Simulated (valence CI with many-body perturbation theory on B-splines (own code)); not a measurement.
## Ti: electric-dipole lines

Method: configuration interaction combined with many-body perturbation theory (CI+MBPT): four valence electrons over a frozen Dirac-Fock core [Ar], a basis of 7 s, 7 p, 8 d, 6 f, 4 g, 1 h functions for each j, with the one-electron correlation potential Σ1 (screened to all orders), the two-electron term Σ2, the three-electron term Σ3, Breit, model QED; selected single and double excitations, second order for the rest, scaled by the run's own slope (own B-spline code, finite nucleus).

Set against measurement, 74 paired levels are off by 268 cm⁻¹ on average, the worst by 483. These come from a selection out of the NIST Handbook of Basic Atomic Spectroscopic Data. Levels without a partner in it may be off by more, other configurations by 1,000 to 4,000 cm⁻¹. Among the levels kept, up to 820 cm⁻¹ of a level comes from second order outside the variational space, and about a tenth of that is noise between levels of different J, which matters for small intervals. 3 measured levels below the end of the list, from 27355 cm⁻¹ on, found no clear computed partner, and computed levels of the same name lie up to 117 cm⁻¹ from them.

Lines 101 to 150 of 529 in falling wavelength, among levels below 31432 cm⁻¹, chosen from the strongest by gf and those to the six lowest levels. Wavelengths and rates use the calculated energies, so an error of 300 cm⁻¹ moves a line at 1015 nm by 3 % and its rate by three times that or more. Electric multipoles are in the length gauge, E1 and E2 with the static RPA response of the core. Weak lines are less certain than strong ones. Lines between different terms over intervals too small for the method are left out, as are lines whose strength nearly cancels and 12 of this kind that miss the measured wavelength by over 7 %. Where a level lies close to another of its J and parity, the split of strength between their lines is uncertain. The highest levels of a list are the least certain.

Names give the largest LS component (configuration and term), which can be under half, so a name can repeat, a term be missing and a line seem to break the LS rules; names also repeat where a configuration has a term twice. Letters in brackets count levels of one name in rising energy.

```tsv
λ vac (nm)	λ from measured levels	Upper	Lower	A (s⁻¹)	log gf	Branch %
1015	954.9	3d²4s4p ⁵F°_5	3d³4s ⁵F_4	1.30e+05	-1.65	9.7
1008		3d²4s4p ⁵P°_3	3d³4s ³D_2	7.52e+04	-2.10	1.6
1007		3d⁴ ⁵D_3	3d²4s4p ⁵D°_4 [a]	1.22e+05	-1.89	6.7
1003		3d⁴ ⁵D_2	3d²4s4p ⁵D°_3 [a]	2.30e+05	-1.76	12.5
1002	972.2	3d²4s4p ¹F°_3	3d²4s² ¹G_4	5.87e+05	-1.21	59.5
1001		3d⁴ ⁵D_4	3d²4s4p ⁵D°_4 [a]	4.70e+05	-1.20	26.2
998.3		3d⁴ ⁵D_1	3d²4s4p ⁵D°_2 [a]	3.42e+05	-1.81	18.3
997.1		3d⁴ ⁵D_3	3d²4s4p ⁵D°_3 [a]	2.78e+05	-1.54	15.3
995.7		3d⁴ ⁵D_0	3d²4s4p ⁵D°_1 [a]	5.93e+05	-2.06	31.2
995.6		3d⁴ ⁵D_2	3d²4s4p ⁵D°_2 [a]	1.39e+05	-1.99	7.6
991.5		3d⁴ ⁵D_1	3d²4s4p ⁵D°_0 [a]	1.96e+05	-2.06	10.5
991.3		3d⁴ ⁵D_2	3d²4s4p ⁵D°_1 [a]	2.03e+05	-1.83	11.1
990.6		3d⁴ ⁵D_4	3d²4s4p ⁵D°_3 [a]	9.64e+04	-1.89	5.4
990.2		3d⁴ ⁵D_3	3d²4s4p ⁵D°_2 [a]	1.65e+05	-1.77	9.1
960.8		3d³4p ³D°_2 [b]	3d³4s ³P_2 [b]	5.05e+04	-2.46	0.0
951.9		3d²4s4p ⁵S°_2	3d³4s ⁵P_3	9.81e+05	-1.18	38.6
947.5		3d³4p ³D°_3 [b]	3d³4s ³P_2 [b]	2.39e+05	-1.65	0.2
945.0		3d²4s4p ⁵S°_2	3d³4s ⁵P_2	7.32e+05	-1.31	28.8
940.8		3d²4s4p ⁵S°_2	3d³4s ⁵P_1	4.66e+05	-1.51	18.3
936.1		3d³4p ³D°_2 [b]	3d³4s ³P_2 [a]	1.87e+05	-1.91	0.2
935.6		3d³4p ³D°_1 [b]	3d³4s ³P_1 [a]	4.19e+05	-1.78	0.4
928.6		3d³4p ³D°_1 [b]	3d³4s ³P_0 [a]	6.26e+05	-1.61	0.6
926.7		3d³4p ³D°_2 [b]	3d³4s ³P_1 [a]	8.35e+05	-1.27	0.8
925.1	876.9	3d²4s4p ³D°_2 [a]	3d²4s² ³P_2	8.51e+04	-2.26	1.7
923.4		3d³4p ³D°_3 [b]	3d³4s ³P_2 [a]	8.53e+05	-1.12	0.8
922.7		3d²4s4p ³P°_2	3d³4s ⁵P_3	2.10e+05	-1.87	3.6
921.9	873.7	3d²4s4p ³D°_1 [a]	3d²4s² ³P_1	1.49e+05	-2.24	2.8
916.2		3d²4s4p ³P°_2	3d³4s ⁵P_2	1.44e+05	-2.04	2.5
916.2	869.5	3d²4s4p ³D°_1 [a]	3d²4s² ³P_0	1.98e+05	-2.13	3.7
915.9	868.5	3d²4s4p ³D°_2 [a]	3d²4s² ³P_1	2.61e+05	-1.78	5.1
914.9		3d²4s4p ³G°_3 [b]	3d³4s ¹G_4	8.34e+04	-2.13	0.1
914.7	867.8	3d²4s4p ³D°_3 [a]	3d²4s² ³P_2	3.49e+05	-1.51	7.3
912.2		3d²4s4p ³P°_2	3d³4s ⁵P_1	7.11e+04	-2.35	1.2
912.0		3d³4p ⁵D°_3	3d³4s ³P_2 [a]	7.58e+04	-2.18	0.1
893.3		3d²4s4p ⁵D°_1 [b]	3d³4s ⁵P_1	8.39e+04	-2.52	20.0
891.7		3d²4s4p ⁵D°_2 [b]	3d³4s ⁵P_2	6.04e+04	-2.44	9.0
885.7	843.8	3d²4s4p ⁵D°_3 [a]	3d³4s ⁵F_4	1.38e+06	-0.95	72.4
885.5	843.7	3d²4s4p ⁵D°_4 [a]	3d³4s ⁵F_5	1.56e+06	-0.78	82.4
884.9	842.9	3d²4s4p ⁵D°_2 [a]	3d³4s ⁵F_3	1.26e+06	-1.13	65.8
884.1		3d²4s4p ⁵D°_3 [b]	3d³4s ⁵P_2	7.82e+04	-2.19	5.5
883.5	841.5	3d²4s4p ⁵D°_1 [a]	3d³4s ⁵F_2	1.24e+06	-1.36	64.6
882.3	839.9	3d²4s4p ⁵D°_0 [a]	3d³4s ⁵F_1	1.84e+06	-1.67	96.5
880.7		3d²4s4p ⁵D°_4 [b]	3d³4s ⁵P_3	1.11e+05	-1.93	4.4
880.3	838.5	3d²4s4p ⁵D°_1 [a]	3d³4s ⁵F_1	5.98e+05	-1.68	31.2
880.1	838.5	3d²4s4p ⁵D°_2 [a]	3d³4s ⁵F_2	5.02e+05	-1.54	26.2
879.5		3d²4s4p ³F°_2 [c]	3d³4s ³G_3	1.31e+06	-1.12	2.1
879.5	838.0	3d²4s4p ⁵D°_3 [a]	3d³4s ⁵F_3	3.69e+05	-1.52	19.4
877.9	836.7	3d²4s4p ⁵D°_4 [a]	3d³4s ⁵F_4	2.02e+05	-1.68	10.7
876.9	835.5	3d²4s4p ⁵D°_2 [a]	3d³4s ⁵F_1	4.90e+04	-2.55	2.6
876.6		3d²4s4p ³F°_3 [c]	3d³4s ³G_4	1.20e+06	-1.01	1.9
```

Task: How does gf follow from A for the line at 880.3 nm?

Result: gf = 1.4992 × (2J+1)_upper × A / σ², with σ = 11360 cm⁻¹ and 2J+1 = 3: gf = 0.0209.
